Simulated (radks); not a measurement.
Values are calculated unless marked as measured or tabulated.
Spherical quantum dot in the effective-mass picture: electrons in a well V = -V0 / (1 + exp((r - R)/a)) with V0 = 8.44, R = 6.8, a = 0.27, with a point charge +2 (a donor) at the centre, all in effective atomic units (hartree* = m*/eps^2 hartree, bohr* = eps/m* bohr), one dielectric constant everywhere. Level of theory: non-relativistic Kohn-Sham, LDA (Slater exchange, Perdew-Wang correlation), spin-polarised, spherical densities (a radial shooting solver with Libxc functionals). Levels are named by radial order and angular momentum (1s, 1p, 1d, 2s, ...), and open shells are averaged over m. Results are scaled to m* = 0.035 and eps = 4.7, for which hartree* = 43.11 meV and bohr* = 7.106 nm.

N = 19, configuration 1s2 1p6 1d(up 5, down 4) 2s2. This is the lowest configuration that the search found. Occupied and some empty levels:

level    occupation  eigenvalue (meV)  <r> (nm)
1s up             1           -230.99     8.059
1s down           1           -230.97     7.980
2s up             1           -222.98     32.45
2s down           1           -222.70     32.50
1p up             3           -221.36     33.74
1p down           3           -221.07     33.73
1d up             5           -217.15     34.69
1d down           4           -216.85     34.69
1f up             0           -211.34     35.50
1f down           0           -211.03     35.50
1g up             0           -204.04     36.22
1g down           0           -203.74     36.22
2p up             0           -197.81     23.96
2p down           0           -197.66     23.92

Energy (meV): total -5719.10, kinetic 338.25, external -7437.5, Hartree 1596.9, exchange-correlation -216.70.
